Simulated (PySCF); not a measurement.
BrHg (SMILES [Br][Hg+]), charge +1, singlet, at a GFN2-xTB geometry (such geometries of metal compounds can be far from the true shape) (core potentials on Hg); M062X/def2-SVPD (PySCF).

Input for PySCF:
```python
from pyscf import gto, scf, dft, solvent

mol = gto.M(
    atom='''
Hg   -0.00000000   -0.00000000   -0.70930791
Br    0.00000000    0.00000000    1.62127522
''',
    basis='def2-svpd',
    ecp={'Hg': 'def2-svpd'},
    charge=1,
    verbose=4,
)

mf = dft.RKS(mol)
mf.xc = 'm062x'
mf.kernel()
```

### Question
Predict the main parts of the log of this PySCF run.

### Answer

```
PySCF version 2.14.0

[INPUT] verbose = 4
[INPUT] num. atoms = 2
[INPUT] num. electrons = 54
[INPUT] charge = 1
[INPUT] spin (= nelec alpha-beta = 2S) = 0
[INPUT] symmetry False subgroup None
[INPUT] Mole.unit = angstrom
[INPUT] Symbol           X                Y                Z      unit          X                Y                Z       unit  Magmom
[INPUT]  1 Hg     0.000000000000   0.000000000000  -0.709307910000 AA    0.000000000000   0.000000000000  -1.340397687888 Bohr   0.0
[INPUT]  2 Br     0.000000000000   0.000000000000   1.621275220000 AA    0.000000000000   0.000000000000   3.063766138344 Bohr   0.0

nuclear repulsion = 158.940499858505
number of shells = 28
number of NR pGTOs = 143
number of NR cGTOs = 76
basis = def2-svpd
ecp = {'Hg': 'def2-svpd'}

******** <class 'pyscf.dft.rks.RKS'> ********
method = RKS
initial guess = minao
damping factor = 0
level_shift factor = 0
DIIS = <class 'pyscf.scf.diis.CDIIS'>
diis_start_cycle = 1
diis_space = 8
diis_damp = 0
SCF conv_tol = 1e-09
SCF conv_tol_grad = None
SCF max_cycles = 50
direct_scf = True
direct_scf_tol = 1e-13
XC library pyscf.dft.libxc version 7.1.2
    S. Lehtola, C. Steigemann, M. J. T. Oliveira, and M. A. L. Marques,  SoftwareX 7, 1–5 (2018)
XC functionals = m062x
    Y. Zhao and D. G. Truhlar,  Theor. Chem. Acc. 120, 215 (2008)
    Y. Zhao and D. G. Truhlar,  Theor. Chem. Acc. 120, 215 (2008)
radial grids:
    Treutler-Ahlrichs [JCP 102, 346 (1995); DOI:10.1063/1.469408] (M4) radial grids

becke partition: Becke, JCP 88, 2547 (1988); DOI:10.1063/1.454033
pruning grids: <function nwchem_prune>
grids dens level: 3
symmetrized grids: False
atomic radii adjust function: <function treutler_atomic_radii_adjust>
small_rho_cutoff = 0
Set gradient conv threshold to 3.16228e-05
Initial guess from minao.
tot grids = 44168
init E= -2714.51889945844
  HOMO = -0.702119438928308  LUMO = -0.686006827045588  gap/eV = 0.43845
cycle= 1 E= -2726.20743315582  delta_E= -11.7  |g|= 1.66  |ddm|= 16.1
  HOMO = -0.33916190732114  LUMO = -0.272513587905467  gap/eV = 1.81359
cycle= 2 E= -2725.78763075672  delta_E= 0.42  |g|= 2.32  |ddm|= 5.66
  HOMO = -0.58313943083479  LUMO = -0.385920023556736  gap/eV = 5.36661
cycle= 3 E= -2726.93302702508  delta_E= -1.15  |g|= 0.118  |ddm|= 2.25
  HOMO = -0.57315266097964  LUMO = -0.376815851669903  gap/eV = 5.34260
cycle= 4 E= -2726.93704025222  delta_E= -0.00401  |g|= 0.051  |ddm|= 0.172
  HOMO = -0.569784195860834  LUMO = -0.376044368359075  gap/eV = 5.27193
cycle= 5 E= -2726.93750447338  delta_E= -0.000464  |g|= 0.0112  |ddm|= 0.0605
  HOMO = -0.571127738579044  LUMO = -0.376540639154271  gap/eV = 5.29498
cycle= 6 E= -2726.93757618093  delta_E= -7.17e-05  |g|= 0.00612  |ddm|= 0.0342
  HOMO = -0.569691095411628  LUMO = -0.376546572175698  gap/eV = 5.25573
cycle= 7 E= -2726.93759181432  delta_E= -1.56e-05  |g|= 0.00116  |ddm|= 0.0121
  HOMO = -0.569828909524803  LUMO = -0.376510825684335  gap/eV = 5.26045
cycle= 8 E= -2726.93759289006  delta_E= -1.08e-06  |g|= 0.000619  |ddm|= 0.00536
  HOMO = -0.569709645369017  LUMO = -0.376494024762636  gap/eV = 5.25766
cycle= 9 E= -2726.93759303937  delta_E= -1.49e-07  |g|= 7.64e-05  |ddm|= 0.00127
  HOMO = -0.569720916572366  LUMO = -0.376510252922316  gap/eV = 5.25753
cycle= 10 E= -2726.93759304296  delta_E= -3.59e-09  |g|= 2.59e-05  |ddm|= 0.000318
  HOMO = -0.569712830628338  LUMO = -0.376509199915276  gap/eV = 5.25734
cycle= 11 E= -2726.93759304316  delta_E= -2.02e-10  |g|= 8.22e-06  |ddm|= 5.06e-05
  HOMO = -0.569714863896594  LUMO = -0.376508727917084  gap/eV = 5.25741
Extra cycle  E= -2726.93759304316  delta_E= -1.82e-12  |g|= 8.32e-06  |ddm|= 2.36e-05
converged SCF energy = -2726.93759304316
```
